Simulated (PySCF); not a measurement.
C₄H₁₃BN₂.
Geometry (GFN2-xTB, Å), atoms numbered from 1 in this order:
```xyz
20
C4H13BN2 angstrom
C     -2.777    0.737   -0.785
C     -2.168   -0.655   -0.662
C     -1.264   -0.799    0.572
N     -0.084    0.024    0.511
B      1.222   -0.392    0.209
N      2.255    0.551    0.109
C      3.648    0.292   -0.151
H     -3.447    0.785   -1.641
H     -2.001    1.487   -0.923
H     -3.346    0.986    0.109
H     -2.968   -1.396   -0.594
H     -1.576   -0.874   -1.553
H     -0.941   -1.840    0.652
H     -1.847   -0.552    1.471
H     -0.288    1.006    0.621
H      1.453   -1.531    0.054
H      2.063    1.531    0.251
H      3.789   -0.776   -0.303
H      4.279    0.608    0.689
H      3.991    0.819   -1.049
```

The closed-shell SCF was solved with PySCF and density fitting under several settings on one GFN2-xTB geometry (grid level 2 and gas phase unless stated).

```json
{"settings": "PBE0/def2-SVPD", "basis functions": "244", "SCF cycles": "13", "E (Eh)": "-294.1266", "HOMO (eV)": "-6.13", "LUMO (eV)": "0.61", "dipole (D)": "1.30"}
{"settings": "X3LYP/pcSseg-1, energy threshold 1e-08 Eh", "basis functions": "184", "SCF cycles": "9", "E (Eh)": "-294.5050", "HOMO (eV)": "-5.87", "LUMO (eV)": "1.09", "dipole (D)": "1.32"}
```

Problem. Estimate the row for these settings: revPBE/pcSseg-1, fitting basis def2-universal-jkfit.

Solution. 
```csv
settings,basis functions,SCF cycles,E (Eh),HOMO (eV),LUMO (eV),dipole (D)
"revPBE/pcSseg-1, fitting basis def2-universal-jkfit",184,11,-294.5449,-4.70,0.62,1.39
```

Problem. Over all rows, what range does the HOMO–LUMO gap span?

Solution. From 5.32 eV (revPBE/pcSseg-1, fitting basis def2-universal-jkfit) to 6.96 eV (X3LYP/pcSseg-1, energy threshold 1e-08 Eh). The functional of the narrowest has no exact exchange, that of the widest 22 % exact exchange.

Cycle counts include a coarse-grid stage where the run had one.

One conformer stands for the species.
